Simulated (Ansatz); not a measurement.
Born–Oppenheimer molecular dynamics of H₃NOSiZn (7 atoms, charge 0, multiplicity 1). It starts at the highest image of a converged band. Of that band: The profile has 2 maxima (images 2, 5) with wells between them (image 3): this band takes more than one step, which may be the mechanism or a detour left from its start path. Neighbouring images differ by up to 2.6 eV, so the band resolves the path poorly. A vibrational analysis at the climbing image gives one clearly imaginary mode, 1542i cm⁻¹: a first-order saddle point.

The calculation used RKS PBE0-D4/def2-SVP in Ansatz 0.2.0.

```json
{
  "ensemble": "NVE (velocity Verlet)",
  "time step": "0.5 fs",
  "steps asked": "200",
  "starting velocities drawn for": "300 K",
  "seed": "10652"
}
```

First frame:

```xyz
7
Properties=species:S:1:pos:R:3
N -0.224 1.002 -0.353
Si 0.938 -0.434 -0.535
O 0.233 -1.769 -0.097
Zn -0.756 -2.687 1.482
H -1.181 1.017 0.022
H -0.025 1.843 -0.898
H 1.076 0.961 0.332
```

How far do the bonds stretch over the last three quarters of this one trajectory? (Pairs bonded in most of those frames.)


| bond | mean (Å) | spread (Å) | shortest | longest |
| --- | --- | --- | --- | --- |
| N1–Si2 | 1.739 | 0.108 | 1.57 | 1.88 |
| N1–H5 | 1.025 | 0.022 | 0.99 | 1.06 |
| N1–H6 | 1.025 | 0.015 | 0.99 | 1.05 |
| Si2–O3 | 1.573 | 0.071 | 1.46 | 1.70 |
| Si2–H7 | 1.613 | 0.164 | 1.32 | 1.85 |
| O3–Zn4 | 2.120 | 0.106 | 1.94 | 2.32 |

Mean temperature of the second half: 2078 K. The conserved energy stayed within 0.7 meV per atom of its start (net change -0.32 meV per atom), so the integration is sound. The system heated up, since it started high on the potential surface and ran downhill. A run of 0.1 ps of so small a system gives no equilibrium averages. The orbitals stay closed-shell, which can raise the energy where a bond breaks towards radicals; this wasn't checked here.

Run time: 7.4 min on 2 threads of Arm Neoverse V2, with other jobs on the host, peak memory 0.19 GiB.
